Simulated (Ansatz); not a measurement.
Reaction (formal hydrolysis of a B–Te bond): `ClB[TeH]` + H₂O → `OBCl` + H₂Te

Calculated with Ansatz (gas phase, PBE0-D4/def2-TZVP geometries, no zero-point term in ΔE). CCSD(T)/CBS is the MP2 limit (def2-TZVPP, def2-QZVPP) plus CCSD(T) − MP2 in def2-TZVPP, frozen cores. This one scheme is used for every species. Functionals use def2-TZVPP. B3LYP here is the variant with VWN-RPA as its local correlation; programs differ in this. Elements past krypton have def2 core potentials. For Te outer-core shells are correlated without core-valence functions, which leaves a few kJ/mol of doubt a bond. Each species was taken in one conformer, which may not be the lowest.

`ClB[TeH]`:

Cartesian coordinates in Å:
```
Cl -1.259 1.130 0.777
B -0.231 0.478 -0.464
Te 1.068 -1.173 -0.179
H -0.242 0.975 -1.545
H 0.664 -1.409 1.411
```

H₂O:

Cartesian coordinates in Å:
```
O -0.383 0.033 0.061
H 0.245 -0.494 0.560
H 0.138 0.461 -0.621
```

`OBCl`:

Cartesian coordinates in Å:
```
O 0.511 -0.564 0.740
B 0.097 0.390 -0.104
Cl -1.262 0.113 -1.198
H 0.004 -1.381 0.684
H 0.650 1.443 -0.122
```

H₂Te:

```xyz
3

Te    0.226   -0.560    0.490
H     0.470    1.075    0.394
H    -0.696   -0.515   -0.885
```

(1) Is it downhill or uphill in electronic energy at CCSD(T)/CBS, and by how much? (Estimate.)

(2) What do these levels give: PBE-D4, BLYP-D4, PBE0-D4, BHLYP-D4, CAM-B3LYP-D4, r2SCAN, PBE0, B3LYP, r2SCANh, CAM-B3LYP, MP2/def2-SVP, CCSD/def2-SVP? (Best estimate.)

Largest T1 diagnostic among the species: 0.014.

Answers

(1) The calculation gave: Downhill: ΔE = -18.2 kcal/mol.

(2) Ansatz gave: PBE-D4 -18.3, BLYP-D4 -20.6, PBE0-D4 -19.2, BHLYP-D4 -22.3, CAM-B3LYP-D4 -23.7, r2SCAN -20.5, PBE0 -19.9, B3LYP -22.7, r2SCANh -20.7, CAM-B3LYP -24.5, MP2/def2-SVP -25.9, CCSD/def2-SVP -27.0 kcal/mol.

The D4 term adds +1.5 kcal/mol with B3LYP and +0.8 kcal/mol with PBE0; it sums over pairs of atoms, weighted by their polarisabilities, and B3LYP, whose exchange is more repulsive, gets the larger term. In def2-TZVPP, CCSD(T) changes the Hartree–Fock value by +6.1 kcal/mol (the triples alone add +1.1 kcal/mol) and MP2 by +7.9 kcal/mol.
